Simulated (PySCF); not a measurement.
A structure optimised at PBE-D3(BJ)/def2-SVP, used in a PySCF frequency run:

```xyz
9

N      0.3374     1.6355    -1.4429
Sn     0.0000     0.0000    -0.2603
N     -0.3374    -1.6355    -1.4429
Cl     1.9173    -0.1375     1.1354
Cl    -1.9173     0.1375     1.1354
H     -0.5558     1.9738    -1.8309
H      0.7158     2.3988    -0.8629
H      0.5558    -1.9738    -1.8309
H     -0.7158    -2.3988    -0.8629
```

Problem. Write its SMILES, formula and point group.

Solution. [NH2][Sn]([NH2])([Cl])[Cl], Cl₂H₄N₂Sn, C2

Problem. What are its rotational constants (standard atomic weights)?

Solution. 1.9313, 1.3992, 1.1713 GHz
